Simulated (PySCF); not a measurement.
How methods differ on the ionisation energy of Cu(2+)

Cu(2+) [Ar] 3d9 (2D) → Cu(3+) [Ar] 3d8 (3F), as a difference of total energies. Calculation: PySCF 2.14, in aug-cc-pVTZ-DK (8s7p5d3f2g, 93 functions); scalar relativity by spin-free X2C-1e. Correlated levels: valence: [Ar] frozen. The calculations carry no spin-orbit coupling.

| method | ionisation energy (eV) |
| --- | --- |
| UHF | 34.019 |
| LDA | 38.115 |
| PBE | 37.378 |
| PBE0 | 36.851 |
| r2SCAN | 36.503 |
| M06-2X | 36.831 |
| PW91 | 37.485 |
| wB97M-V | 36.680 |
| B97-3 | 36.879 |
| MP2 (valence) | 36.800 |
| SCS-MP2 (valence) | 36.562 |

**Question.** How much does correlation contribute at MP2 (valence)?

**Answer.** 36.800 − (34.019) = 2.781 eV, measured against UHF.

A first-order spin-orbit estimate (lowest level to lowest level, LS coupling) adds -0.066 eV.

Errors of the correlated levels include the incompleteness of this basis and the frozen core.

For comparison: 36.841 ± 0.012 eV (measured; NIST Atomic Spectra Database, ionization energies).
